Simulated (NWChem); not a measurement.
Species: MgSi$_{2}$H$_{6}$; SMILES [SiH3][Mg][SiH3]

Program: NWChem. Each level has its own optimisation; frequencies are unscaled.

For level Hartree-Fock/STO-3G:

r Mg–Si (Å): 2.330
r H–Si (Å): 1.429
highest harmonic frequency (cm⁻¹): 2858
lowest (cm⁻¹): 12
zero-point energy (kcal/mol): 40.3

Q: What are these values for level PBE-D3(BJ)/def2-SVP?

A: 
| Item | Result |
|---|---|
| r Mg–Si (Å) | 2.593 |
| r H–Si (Å) | 1.513 |
| highest harmonic frequency (cm⁻¹) | 2122 |
| lowest (cm⁻¹) | 1 |
| zero-point energy (kcal/mol) | 28.8 |
